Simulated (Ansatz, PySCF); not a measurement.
Gas-phase reaction in SMILES: OCO -> O[CH]O + H atom (the C-H bond at the site shown breaks; other sites are not compared here)
Geometries: B3LYP-D3(BJ)/def2-TZVP minima from Ansatz (a program for electronic structure), one conformer each, not searched for the lowest.

Quantity: bond dissociation energy (0 K, with B3LYP-D3(BJ) harmonic zero-point energies from PySCF), in kJ/mol. Correlated levels leave the core frozen unless marked. Open shells are spin-unrestricted. No spin-orbit coupling. Non-relativistic. CBS marks a two-point X^-3 extrapolation of the correlation energy; Hartree-Fock from the larger set. [CCSD(T)-MP2]/basis is that difference in the basis named.

Level to compare with: RI-MP2/CBS(cc-pVTZ,cc-pVQZ)+[CCSD(T)-MP2]/cc-pVTZ (Ansatz), 402.6 kJ/mol. It is a level with limits of its own, and the differences hold the functionals' basis error too.

Problem. Rank these functionals by how close they come to RI-MP2/CBS(cc-pVTZ,cc-pVQZ)+[CCSD(T)-MP2]/cc-pVTZ, closest first: M06-L/def2-TZVPD (PySCF); M06-2X/def2-TZVPD (PySCF); BLYP/def2-TZVPD (Ansatz).

Solution. M06-2X/def2-TZVPD (hybrid meta-GGA, 391.9 kJ/mol, difference -10.7), M06-L/def2-TZVPD (meta-GGA, 378.2 kJ/mol, difference -24.4), BLYP/def2-TZVPD (GGA, 373.4 kJ/mol, difference -29.2)
